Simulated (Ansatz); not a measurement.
Program: Ansatz. Geometries: PBE0-D4/def2-TZVP. ΔE: electronic, gas phase. CBS: MP2 limit from def2 TZ/QZ plus the TZ coupled-cluster correction, frozen cores. DFT in def2-TZVPP. B3LYP here is the variant with VWN-RPA as its local correlation; programs differ in this. HSE06 is defined as in plane-wave codes. For Ge outer-core shells are correlated without core-valence functions, which leaves a few kJ/mol of doubt a bond. Scalar relativity is left out up to krypton. Each species was taken in one conformer, which may not be the lowest.

Consider the substitution at a C–Ge bond: `C[CH2][GeH2][CH3]` + `CO[Si]O` → `CO[Si]OC` + `C[CH2][GeH3]`.

| level | ΔE (kJ/mol) | difference from CCSD(T)/CBS |
| --- | --- | --- |
| LDA (SPW92) | 89.9 | -10.5 |
| PBE-D4 | 90.8 | -9.6 |
| revPBE-D4 | 88.0 | -12.4 |
| BLYP-D4 | 82.1 | -18.3 |
| r2SCAN-D4 | 94.9 | -5.5 |
| PBE0-D4 | 94.1 | -6.3 |
| B3LYP-D4 | 85.5 | -14.9 |
| r2SCANh-D4 | 95.8 | -4.6 |
| BHLYP-D4 | 87.6 | -12.8 |
| CAM-B3LYP-D4 | 86.5 | -13.9 |
| ωB97X-V | 91.3 | -9.1 |
| ωB97M-V | 95.6 | -4.8 |
| B2PLYP | 94.0 | -6.4 |
| PBE-QIDH | 101.3 | 0.9 |
| PBE | 91.9 | -8.5 |
| revPBE | 92.3 | -8.1 |
| BLYP | 84.7 | -15.7 |
| r2SCAN | 95.1 | -5.3 |
| PBE0 | 95.0 | -5.4 |
| B3LYP | 87.2 | -13.2 |
| r2SCANh | 96.0 | -4.4 |
| r2SCAN0 | 97.1 | -3.3 |
| HSE06 | 95.0 | -5.4 |
| BHLYP | 88.3 | -12.1 |
| CAM-B3LYP | 87.4 | -13.0 |
| LC-ωPBE | 96.5 | -3.9 |
| RPA@PBE/def2-TZVPP | 94.1 | -6.3 |
| HF/def2-SVP | 72.8 | -27.6 |
| MP2/def2-SVP | 89.5 | -10.9 |
| CCSD/def2-SVP | 80.5 | -19.9 |
| HF/def2-TZVPP | 84.7 | -15.7 |
| MP2/def2-TZVPP | 107.9 | 7.5 |
| SCS-MP2/def2-TZVPP | 100.3 | -0.1 |
| CCSD/def2-TZVPP | 99.4 | -1.0 |
| CCSD(T)/def2-TZVPP | 100.2 | -0.2 |
| HF/def2-QZVPP | 83.2 | -17.2 |
| MP2/def2-QZVPP | 107.5 | 7.1 |
| SCS-MP2/def2-QZVPP | 100.2 | -0.2 |
| HF/CBS(def2) | 83.0 | -17.4 |
| MP2/CBS(def2) | 108.1 | 7.7 |
| CCSD(T)/CBS | 100.4 | 0 |

Largest T1 diagnostic among the species: 0.014.

At CCSD(T), def2-SVP lies −20.2 kJ/mol from the extrapolated value and def2-TZVPP −0.2 kJ/mol. In def2-TZVPP, CCSD(T) changes the Hartree–Fock value by +15.5 kJ/mol (the triples alone add +0.8 kJ/mol) and MP2 by +23.2 kJ/mol.
